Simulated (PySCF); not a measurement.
SMILES C[Si](C)(C)/C=C\Cl, GFN2-xTB optimised geometry.

```
18

C      1.62     0.40     0.00
Si    -0.29     0.40     0.00
C     -0.93     2.20     0.00
C     -0.97    -0.53    -1.52
C     -0.94    -0.39     1.60
C     -0.72    -1.63     2.00
Cl     0.23    -2.75     1.09
H      2.01     0.92    -0.87
H      2.02     0.90     0.88
H      2.02    -0.61    -0.01
H     -0.60     2.73    -0.88
H     -2.02     2.23     0.01
H     -0.58     2.75     0.87
H     -0.65    -0.06    -2.44
H     -2.05    -0.56    -1.51
H     -0.61    -1.56    -1.54
H     -1.55     0.21     2.26
H     -1.10    -2.07     2.91
```

Density from PySCF with PBE0/def2-SVP at that geometry.

Minimum of the electron density along straight lines between bonded atoms, close to the bond critical point (lines longer than 1.1 times the sum of covalent radii, or with two minima, are not listed):

| bond | length / Å | ρ at the minimum / e bohr⁻³ | ∇²ρ there / e bohr⁻⁵ | position (fraction from the first atom) |
|---|---|---|---|---|
| C1–Si2 | 1.907 | 0.110 | 0.31 | 0.62 |
| Si2–C3 | 1.907 | 0.110 | 0.32 | 0.38 |
| Si2–C4 | 1.907 | 0.110 | 0.31 | 0.38 |
| Si2–C5 | 1.901 | 0.107 | 0.34 | 0.38 |
| C5–C6 | 1.321 | 0.344 | -0.93 | 0.47 |
| C6–Cl7 | 1.720 | ___ | ___ | 0.41 |
| C1–H8 | 1.086 | 0.271 | -0.96 | 0.62 |
| C1–H9 | 1.086 | 0.271 | -0.97 | 0.62 |
| C1–H10 | 1.085 | 0.273 | -0.99 | 0.63 |
| C3–H11 | 1.085 | 0.272 | -0.97 | 0.62 |
| C3–H12 | 1.086 | 0.271 | -0.96 | 0.62 |
| C3–H13 | 1.086 | 0.271 | -0.96 | 0.62 |
| C4–H14 | 1.086 | 0.271 | -0.96 | 0.62 |
| C4–H15 | 1.086 | 0.271 | -0.97 | 0.62 |
| C4–H16 | 1.085 | 0.273 | -0.98 | 0.63 |
| C5–H17 | 1.081 | 0.277 | -1.02 | 0.63 |
| C6–H18 | 1.081 | 0.286 | -1.13 | 0.65 |

Problem. Some entries are withheld; supply them.

Solution. 
- C6–Cl7, ρ at the minimum / e bohr⁻³: 0.204
- C6–Cl7, ∇²ρ there / e bohr⁻⁵: -0.30
